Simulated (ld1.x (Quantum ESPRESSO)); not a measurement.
**Sb: one change to a PAW potential, before and after**

Sb (Z = 51), PAW, made with ld1.x (Quantum ESPRESSO) 7.5 (PBEsol, scalar-relativistic). Core [Ar] 3d10, reference 4s2 4p6 4d10 5s2 5p3. Waves: 4s (bound): rcut 1.00, rcutus 1.30 bohr; 5s (bound): rcut 1.00, rcutus 1.30 bohr; 4p (bound): rcut 1.35, rcutus 1.50 bohr; 5p (bound): rcut 1.35, rcutus 1.50 bohr; 4d (bound): rcut 1.40, rcutus 1.55 bohr; 4d channel at -0.4 Ry: rcut 1.40, rcutus 1.55 bohr. Local part: all-electron potential smoothed inside 1.20 bohr (lloc = -2). Core correction: Bessel-smoothed model core inside 0.60 bohr. Augmentation charge: PSQ, inside the norm-conserving radii.

All-electron outer shells of the reference configuration (PBEsol, scalar-relativistic, ld1.x):

```
shell  level (eV)  outermost node (bohr)  outermost maximum (bohr)
   3p     -750.06                   0.13                      0.29
   3d     -515.82                      –                      0.24
   4s     -148.62                   0.39                      0.73
   4p     -101.63                   0.39                      0.76
   4d      -33.45                   0.38                      0.84
   5s      -12.88                   0.95                      1.90
   5p       -4.84                   1.04                      2.35
```

Change: local potential all-electron potential smoothed inside 1.80 bohr (lloc = -2).

Cutoffs: the cutoffs (Ry, on a coarse ladder) from which the occupation-weighted sum of valence levels, in a spherical-Bessel basis at the reference potential, stays within 10 and 1 mRy of its value at 400 Ry; they do not see the model core or the augmentation charge, which bear on the density cutoff. Errors are all-electron minus pseudo energies relative to the spin-unpolarised reference configuration.

**Question.** Predict the effect on cutoff, ghosts and configuration errors.

**Answer.** The potential gets neither clearly harder nor softer (70 Ry and 120 Ry → 70 Ry and 120 Ry); the number of tests with a reliable result goes from 7 to 3 (the test run of the changed file stopped, so its transferability is not established); of the 3 tests that both files solve, the error grows in 2 and shrinks in 1 by more than 15 % and 0.3 meV (median size 1.2 → 1.5 meV); neither file shows a bound ghost.

```tsv
quantity	base	changed
cutoff, loose	70 Ry	70 Ry
cutoff, tight	120 Ry	120 Ry
bound ghosts	none	none
tests with a reliable result	7 of 7	3 of 7 (the test run stopped)
error for 4s2 4p6 4d10 5s2 5p2, meV [ΔE 8.34 eV]	-1.2	-1.5
error for 4s2 4p6 4d10 5s2 5p1, meV [ΔE 24.36 eV]	-0.5	-2.9
error for 4s2 4p6 4d10 5s2 5p0, meV [ΔE 48.80 eV]	+8.4	-0.7
lowest overlap eigenvalue by channel	s 0.02, p 0.10, d 0.33	s 0.15, p 0.08, d 0.30
```
